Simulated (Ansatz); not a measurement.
Molecule: C5H9 (charge 0, doublet). It need not be the lowest isomer of its formula. 
Coordinates optimised at B3LYP-D3(BJ)/def2-TZVP (Ansatz, a quantum-chemistry and plane-wave program):
```xyz
14

C      1.7210    -0.6667    -0.2292
C      0.6218     0.0438    -0.2451
C      0.6295     1.5461    -0.1128
C     -0.7387    -0.6196    -0.4029
C     -1.6367    -0.4627     0.8271
H      1.9921    -1.7083    -0.3077
H      0.1131     2.0051    -0.9609
H      1.6457     1.9332    -0.0722
H      0.1057     1.8624     0.7924
H     -1.2349    -0.1785    -1.2747
H     -0.6002    -1.6796    -0.6213
H     -1.8569     0.5849     1.0359
H     -1.1591    -0.8891     1.7111
H     -2.5878    -0.9760     0.6744
```
Charge 0, spin multiplicity 2.

Parts of the frozen-core correlation energy in cc-pwCVTZ (Ansatz, hartree). Frozen orbitals: 5; correlated occupied orbitals by spin: 15 and 14; virtual: 321 and 322. Open shells are spin-unrestricted. No spin-orbit coupling. Non-relativistic.

| term | value |
|---|---|
| reference (HF) | -194.57044 |
| MP2 opposite-spin | -0.63485 |
| MP2 same-spin | -0.18609 |
| CCSD correlation | -0.88055 |
| (T) | -0.03769 |
| T1 diagnostic | 0.025 |
| largest doubles amplitude | 0.038 |
| <S^2> of the reference | 0.920 |
